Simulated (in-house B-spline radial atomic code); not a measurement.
The numbers below are computed, except where a source is named.
## Building a PAW d channel for Sc, r_c = 2.99 bohr

Sc, [Ar] 3d1 4s2, non-relativistic LDA (VWN5), spherical and spin-unpolarised, from an all-electron radial atomic-structure program (B-spline basis) (atomic units; all potentials screened as in the neutral atom).

Two all-electron partial waves φ1, φ2 are integrated outwards at E1 = ε(3d) = -0.131081 and E2 = E1 + 1 hartree; φ1 is the bound orbital and φ2 has unit norm inside r_c = 2.9947 bohr. Smooth partners are polynomials, r^3(a0 + a1 r² + a2 r⁴ + a3 r⁶), matched to φ and three derivatives at r_c, with no condition on the norm. The local potential is -2.251 + (0.556389) r² + (-0.0596858) r⁴ + (0.00235834) r⁶ inside 2.5547 bohr and the all-electron one outside.

```tsv
wave	φ(r_c)	φ'(r_c)	a0	a1	a2	a3
1	0.3570934	-0.1635511	0.1429243	-0.03200627	0.002663923	-7.880931e-05
2	0.8476186	-0.3676072	0.1056885	-0.006212175	-0.00053619	3.425651e-05
```

Inside r_c the overlaps are <φi φj> = [[0.86592, -0.00368], [-0.00368, 1.00000]] and, for the smooth waves, [[0.26158, 0.43630], [0.43630, 0.77619]]. With χj = (Ej − T − V_local) applied to smooth wave j, the program's quadrature gives the matrix B_ij = <smooth i, χj> as [[-0.12888, 0.23483], [-0.20515, 0.33469]].

Task: Check the match of the first wave, and find the augmentation charges q_ij.

Result: At r_c the four terms are 3.83854, -7.70906, 5.75433, -1.52671, which sum to 0.3571, φ1(r_c) to rounding. q_ij is the all-electron overlap less the smooth one: [[0.60434, -0.43998], [-0.43998, 0.22381]]. The smooth first wave has a norm of 0.2616 inside r_c against 0.8659, and q11 > 0 puts back the missing charge.

Task: B isn't symmetric. Show that D_ij = B_ij + Ej q_ij is.

Result: Integrating by parts gives B12 − B21 = (E1 − E2) q12: 0.23483 − (-0.20515) = 0.43998, and −1 × (-0.43998) = 0.43998. So D12 = 0.23483 + (0.868919)(-0.43998) = -0.14748 and D21 = -0.20515 + (-0.131081)(-0.43998) = -0.14748; D11 = -0.20809, D22 = 0.52916. The projectors, p = (B⁻¹)ᵀ χ, are dual to the smooth waves; det B = 0.005.

Solving (T + V_local + Σ p D p) ψ = E (1 + Σ p q p) ψ in a sphere of 9 bohr, whose wall lifts the free-atom level a little, gives these levels:

```csv
all-electron,one projector,two projectors
-0.130920,-0.130920,-0.130920
0.102104,0.116979,0.103600
0.382691,0.457493,0.386146
0.802132,0.999773,0.802304
1.353290,1.721740,1.367250
```

Task: What does the second projector gain?

Result: With one projector the errors are 0.00, +14.88, +74.80, +197.64, +368.45 millihartree. With two the errors are 0.00, +1.50, +3.45, +0.17, +13.96 millihartree. The scattering is exact at E1 and at E2 = 0.869, and over all levels compared the largest error is 14 millihartree. The lowest eigenvalue of the overlap operator is 1 with one and 0.9141 with two projectors. The smooth orbital alone needs a cutoff of 4.03 hartree for 1 millihartree of kinetic energy, against 13.7 for a norm-conserving Troullier-Martins orbital of the same radius; part of the gain comes from giving up the norm, part from the simpler form.
